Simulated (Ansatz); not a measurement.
Ansatz (a program for electronic structure) input file for H5PSi, SMILES [SiH3]P (connectivity only; charge and spin as stated), charge +1, multiplicity 2, PBE-D3(BJ)/def2-TZVP. 

Ansatz 0.2 input:
```yaml
crystal:
  periodic: [false, false, false]
  atoms:
    - {symbol: Si, position_ang: [-1.17745702, -0.01310555, 0.00000000]}
    - {symbol: P, position_ang: [1.14598382, 0.07082313, -0.00000000]}
    - {symbol: H, position_ang: [-1.50196152, 0.68503072, 1.25054162]}
    - {symbol: H, position_ang: [-1.50196152, 0.68503071, -1.25054162]}
    - {symbol: H, position_ang: [-1.40548165, -1.47026074, 0.00000001]}
    - {symbol: H, position_ang: [1.85202281, -0.38933496, 1.12408288]}
    - {symbol: H, position_ang: [1.85202281, -0.38933496, -1.12408288]}
basis:
  gaussian:
    orbitals: def2-TZVP
hamiltonian:
  xc: pbe
  dispersion: d3bj
total_charge: 1
magnetization: {spin_polarized: true, initial_magnetization: 1}
relax: {f_tol: 0.002, max_steps: 200}
```

It prints:

```
WARN ansatz: RAYON_NUM_THREADS=1 ignored (pool sized by the plan → 1); use --threads N
Functional definition: PBE
integrals: 0.03 GiB planned
742 factors; their error is unknown
mean field: 0.30 GiB planned
mean field evaluation 1: about -17228.8005 eV, gradient 1.5e1 eV
mean field evaluation 2: about -17229.5817 eV, gradient 1.3e1 eV
mean field evaluation 4: about -17230.5643 eV, gradient 5.8e-1 eV
mean field evaluation 8: about -17230.5554 eV, gradient 9.7e-2 eV
mean field evaluation 16: about -17230.5554 eV, gradient 2.7e-5 eV
mean field -17230.55544419 eV, -633.2112332841 hartree, gradient 2.7e-5 eV, S^2 0.754517; 0 other end points of the search recorded, 0 dependent functions left out
the calculation of the forces begins
reference -17230.55548558 eV, -633.2112348052 hartree; 17, 16 occupied and 87, 88 virtual orbitals, 742 factors
relax step   1: F+E_penalty+E_count = -17230.68072076 eV  Δ(F+E_penalty+E_count) = +0.000e0 eV  max|allowed force component| = 4.147e-1 eV/Å  Δτ_max = 0.0000 Å  (28 SCF iters, accepted)
these checks for a lower state are left out or cut short: starts, cluster_reference, orbital_swaps, neighbouring_geometries, increment
integrals: 0.03 GiB planned
742 factors; their error is unknown
mean field: 0.30 GiB planned
mean field -17230.56559254 eV, -633.2116062291 hartree, gradient 1.9e-5 eV, S^2 0.754580; 0 other end points of the search recorded, 0 dependent functions left out
the calculation of the forces begins
reference -17230.56563394 eV, -633.2116077505 hartree; 17, 16 occupied and 87, 88 virtual orbitals, 742 factors
relax step   2: F+E_penalty+E_count = -17230.69088345 eV  Δ(F+E_penalty+E_count) = -1.016e-2 eV  max|allowed force component| = 1.290e-1 eV/Å  Δτ_max = 0.0161 Å  (29 SCF iters, accepted)
these checks for a lower state are left out or cut short: starts, cluster_reference, orbital_swaps, neighbouring_geometries, increment
integrals: 0.03 GiB planned
742 factors; their error is unknown
mean field: 0.30 GiB planned
mean field evaluation 32: about -17230.5669 eV, gradient 1.9e-5 eV
mean field -17230.56690749 eV, -633.2116545525 hartree, gradient 1.9e-5 eV, S^2 0.754555; 0 other end points of the search recorded, 0 dependent functions left out
the calculation of the forces begins
reference -17230.56694889 eV, -633.2116560741 hartree; 17, 16 occupied and 87, 88 virtual orbitals, 742 factors
relax step   3: F+E_penalty+E_count = -17230.69221284 eV  Δ(F+E_penalty+E_count) = -1.329e-3 eV  max|allowed force component| = 1.238e-2 eV/Å  Δτ_max = 0.0087 Å  (29 SCF iters, accepted)
these checks for a lower state are left out or cut short: starts, cluster_reference, orbital_swaps, neighbouring_geometries, increment
integrals: 0.03 GiB planned
742 factors; their error is unknown
mean field: 0.30 GiB planned
mean field -17230.56692335 eV, -633.2116551353 hartree, gradient 8.1e-5 eV, S^2 0.754562; 0 other end points of the search recorded, 0 dependent functions left out
the calculation of the forces begins
reference -17230.56696475 eV, -633.2116566566 hartree; 17, 16 occupied and 87, 88 virtual orbitals, 742 factors
relax step   4: F+E_penalty+E_count = -17230.69224202 eV  Δ(F+E_penalty+E_count) = -2.918e-5 eV  max|allowed force component| = 3.386e-3 eV/Å  Δτ_max = 0.0032 Å  (22 SCF iters, accepted)
these checks for a lower state are left out or cut short: starts, cluster_reference, orbital_swaps, neighbouring_geometries, increment
integrals: 0.03 GiB planned
742 factors; their error is unknown
mean field: 0.30 GiB planned
mean field -17230.56691461 eV, -633.2116548142 hartree, gradient 3.3e-5 eV, S^2 0.754558; 0 other end points of the search recorded, 0 dependent functions left out
the calculation of the forces begins
reference -17230.56695601 eV, -633.2116563354 hartree; 17, 16 occupied and 87, 88 virtual orbitals, 742 factors
relax step   5: F+E_penalty+E_count = -17230.69224413 eV  Δ(F+E_penalty+E_count) = -2.108e-6 eV  max|allowed force component| = 7.251e-4 eV/Å  Δτ_max = 0.0007 Å  (21 SCF iters, accepted)
integrals: 0.03 GiB planned
742 factors; their error is unknown
mean field: 0.30 GiB planned
mean field -17230.56691461 eV, -633.2116548142 hartree, gradient 3.3e-5 eV, S^2 0.754558; 1 other end points of the search recorded, 0 dependent functions left out
the calculation of the forces begins
reference -17230.56695601 eV, -633.2116563354 hartree; 17, 16 occupied and 87, 88 virtual orbitals, 742 factors
Total energy: -17230.69228553 eV, -633.2162621104 hartree
Atom 0 at    -1.171802    -0.008308     0.000000 Å, force    -0.000378     0.000615    -0.000000 eV/Å
Atom 1 at     1.134679     0.066531    -0.000000 Å, force     0.000725     0.000519    -0.000000 eV/Å
Atom 2 at    -1.503112     0.692236     1.265114 Å, force    -0.000190    -0.000119     0.000398 eV/Å
Atom 3 at    -1.503112     0.692236    -1.265114 Å, force    -0.000190    -0.000119    -0.000398 eV/Å
Atom 4 at    -1.395744    -1.483740     0.000000 Å, force     0.000281    -0.000279     0.000000 eV/Å
Atom 5 at     1.851130    -0.390053     1.134738 Å, force    -0.000124    -0.000309    -0.000229 eV/Å
Atom 6 at     1.851130    -0.390053    -1.134738 Å, force    -0.000124    -0.000309     0.000229 eV/Å
Dipole moment:     0.255043    -0.073263    -0.000000 e Å
```

Self-consistency was reached.
